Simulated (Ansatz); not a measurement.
`C[SiH]1NP1` + `C[Si](N)(Cl)Cl` → `N[SiH]1NP1` + `C[Si](C)(Cl)Cl` at 600 K and 1 bar (redistribution).

Isolated molecules relaxed with PBE0-D4/def2-TZVP in Ansatz; ΔE leaves out vibrations. CBS: MP2 limit from def2 TZ/QZ plus the TZ coupled-cluster correction, frozen cores. Each species was taken in one conformer, which may not be the lowest.

```tsv
species	CCSD(T)/CBS energy (Eh)	H − E (kJ/mol)	S (J/(mol·K))
`C[SiH]1NP1`	-726.38240	242.3	407.8
`C[Si](N)(Cl)Cl`	-1304.56570	241.1	459.8
`N[SiH]1NP1`	-742.45250	213.3	404.1
`C[Si](C)(Cl)Cl`	-1288.49641	270.4	458.4
```

H − E and S are ideal-gas, rigid-rotor, harmonic terms from PBE0-D4/def2-TZVP, for one conformer and one mirror image of each species. 1 Eh = 2625.50 kJ/mol, R = 8.31446 J/(mol·K).

Question: By hand: ΔE, ΔH, ΔS and ΔG.

Answer: ΔE = (-742.45250) + (-1288.49641) − (-726.38240) − (-1304.56570) = -0.00081 Eh = -2.1 kJ/mol. Δ(H − E) = 213.3 + 270.4 − 242.3 − 241.1 = 0.3, so ΔH = -1.8 kJ/mol. ΔS = 404.1 + 458.4 − 407.8 − 459.8 = -5.1 J/(mol·K). ΔG = -1.8 − 600 × (-5.1)/1000 = 1.3 kJ/mol.

Question: By hand: the equilibrium constant, and the temperature at which ΔG would vanish if ΔH and ΔS stayed fixed.

Answer: log₁₀ K = −ΔG/(RT ln 10) = -0.1. ΔG = 0 at ΔH/ΔS = 353 K, though so small a ΔH makes that figure unsure.

TΔS isn't small against ΔH here. The sign of ΔG lies within the doubt. A doubt of 5 kJ/mol in ΔE shifts log₁₀ K by 0.4 here. Other conformers and mirror images would add mixing entropy, several J/(mol·K) or more a flexible species. These are equilibria of isolated gas molecules and say nothing of rates. Largest T1 diagnostic: 0.013 (customary marks: 0.02 for closed shells, 0.045 for open ones).
